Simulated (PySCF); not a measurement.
Molecule: i-BuOEt (CC(COCC)C, C₆H₁₄O).

Geometry:
```json
{"atom": "C1", "x (Å)": "2.941", "y (Å)": "0.153", "z (Å)": "-0.845"}
{"atom": "C2", "x (Å)": "2.318", "y (Å)": "-0.508", "z (Å)": "0.372"}
{"atom": "O3", "x (Å)": "0.924", "y (Å)": "-0.630", "z (Å)": "0.302"}
{"atom": "C4", "x (Å)": "0.209", "y (Å)": "0.556", "z (Å)": "0.493"}
{"atom": "C5", "x (Å)": "-1.279", "y (Å)": "0.249", "z (Å)": "0.544"}
{"atom": "C6", "x (Å)": "-1.743", "y (Å)": "-0.429", "z (Å)": "-0.739"}
{"atom": "C7", "x (Å)": "-2.070", "y (Å)": "1.516", "z (Å)": "0.838"}
{"atom": "H8", "x (Å)": "4.039", "y (Å)": "0.121", "z (Å)": "-0.777"}
{"atom": "H9", "x (Å)": "2.637", "y (Å)": "-0.373", "z (Å)": "-1.763"}
{"atom": "H10", "x (Å)": "2.645", "y (Å)": "1.208", "z (Å)": "-0.942"}
{"atom": "H11", "x (Å)": "2.608", "y (Å)": "0.039", "z (Å)": "1.293"}
{"atom": "H12", "x (Å)": "2.704", "y (Å)": "-1.535", "z (Å)": "0.475"}
{"atom": "H13", "x (Å)": "0.525", "y (Å)": "1.046", "z (Å)": "1.439"}
{"atom": "H14", "x (Å)": "0.402", "y (Å)": "1.285", "z (Å)": "-0.323"}
{"atom": "H15", "x (Å)": "-1.423", "y (Å)": "-0.459", "z (Å)": "1.379"}
{"atom": "H16", "x (Å)": "-1.646", "y (Å)": "0.254", "z (Å)": "-1.600"}
{"atom": "H17", "x (Å)": "-2.799", "y (Å)": "-0.732", "z (Å)": "-0.669"}
{"atom": "H18", "x (Å)": "-1.136", "y (Å)": "-1.322", "z (Å)": "-0.946"}
{"atom": "H19", "x (Å)": "-1.933", "y (Å)": "2.263", "z (Å)": "0.038"}
{"atom": "H20", "x (Å)": "-3.147", "y (Å)": "1.302", "z (Å)": "0.907"}
{"atom": "H21", "x (Å)": "-1.759", "y (Å)": "1.981", "z (Å)": "1.787"}
```

Geometry PBE0-D3(BJ)/def2-SVP throughout; GIAO in PySCF 2.14.0 with density-fitted response routines, gas phase, one conformer, non-relativistic; equivalent atoms averaged; basis pcSseg-1.

Problem. How do the absolute shieldings σ depend on the functional? (a selection of nuclei; ppm; last column core-seconds on shared hosts with different chips, so compare them loosely; the GGAs took longer than the global hybrids here, which isn't the general rule, and the cause wasn't traced)

Solution. 
```
functional                    kind     C4     C2  C6/C7     C1  H11/H12  H13/H14    H15  H8/H9/H10  H16/H17/H18/H19/H20/H21  core-s
        HF            Hartree–Fock  123.0  131.3  171.1  175.5    28.47    29.15  30.34      30.53                    30.79      10
       PBE                     GGA  100.3  109.6  158.8  165.7    27.47    28.14  29.48      30.08                    30.30      33
      BP86                     GGA  100.0  109.3  158.5  165.2    27.54    28.19  29.56      30.14                    30.36      30
       KT3                     GGA  106.7  114.1  161.5  167.2    27.67    28.34  29.63      30.20                    30.43      34
     B97-D                     GGA  101.3  109.7  157.8  164.0    27.71    28.34  29.71      30.26                    30.48      33
      PBE0           global hybrid  108.1  117.2  163.8  169.9    27.71    28.39  29.65      30.15                    30.39      20
      WP04           global hybrid   95.8  103.5  151.0  156.2    28.19    28.73  29.99      30.47                    30.68      26
 BHandHLYP           global hybrid  109.5  118.6  163.3  168.8    28.02    28.70  29.92      30.30                    30.55      23
   wB97X-D  range-separated hybrid  108.5  117.8  163.8  169.6    27.88    28.52  29.82      30.26                    30.49      31
```

Problem. Which nucleus among those listed moves most, in ppm?

Solution. C2 (sp3 CH2 bonded to O): from 103.5 ppm with WP04 to 131.3 ppm with HF. The smallest spread is 0.45 ppm, at H8/H9/H10. Proton shifts span only some 12 ppm, so a few tenths of a ppm matter as much there as several ppm in carbon.
